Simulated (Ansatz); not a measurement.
Basis sets compared for V₃O₃⁺. Charge 1, multiplicity 1. Geometry PBE-D4/def2-SVP. Ansatz on 4 threads of Intel Xeon on a shared host; times are rough, and most runs start from earlier orbitals.

```xyz
6

V    -0.259    0.761    0.903
V    -0.685   -1.339    0.334
V    -0.134    0.795   -1.315
O    -0.194   -0.968   -1.319
O     0.949    1.589   -0.240
O     0.324   -0.837    1.637
```

The restricted singlet is unstable towards broken spin symmetry in Hartree–Fock (as tested in another run); at PBE-D4/def2-SVP, PBE-D4/def2-TZVP, PBE0-D4/def2-SVP, PBE0-D4/def2-TZVP this wasn't settled. No other spin state of charge 1 was run. Another isomer (singlet) lies 0.29 eV lower at PBE0-D4/def2-TZVP; other spin states weren't run for this one.

| level | functions | energy (Eh) | HOMO (eV) | LUMO (eV) | wall time |
| --- | --- | --- | --- | --- | --- |
| PBE-D4/def2-SVP | 135 | -3056.1916 | -8.76 | -8.50 | 2.8 s |
| PBE0-D4/def2-SVP | 135 | -3056.0767 | -10.12 | -7.63 | 5.5 s |

(1) Estimate the rows for PBE-D4/def2-TZVP (with forces), PBE0-D4/def2-TZVP.

## Answers

(1) 
```
                         level  functions  energy (Eh)  HOMO (eV)  LUMO (eV)  wall time
PBE-D4/def2-TZVP (with forces)        228   -3056.8404      -8.94      -8.64        6 s
             PBE0-D4/def2-TZVP        228   -3056.7251     -10.17      -7.69       16 s
```
